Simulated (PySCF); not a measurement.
Sr(Cl)2 cation (Cl2Sr), SMILES [Cl][Sr][Cl] (connectivity only; charge and spin as stated), charge +1, multiplicity 2.

Geometry optimised at B3LYP-D3(BJ)/def2-TZVP. The multiplicity is an assumed one; other spin states were not compared. The isomer is the one that the SMILES or the coordinates give; other isomers of the formula were not compared. The def2 effective core potentials stand for the cores of Sr; spin–orbit coupling is left out.

These are PySCF with PBE/def2-TZVPD values and carry that method's errors.

Isolated molecule, no solvent.

Computed frontier levels, dipole moment and polarisability:
The α spin, highest occupied and lowest empty level is -11.33 and -7.29 eV. The β spin, highest occupied and lowest empty level is -11.54 and -10.26 eV and the dipole moment about the centre of nuclear charge is 9.30 D. The mean static polarisability is 58.0 bohr³ (8.59 Å³). The polarisability, principal values is 37.6, 58.8, 77.7 bohr³ and the ⟨S²⟩ comes out as 0.753 (pure state 0.75).
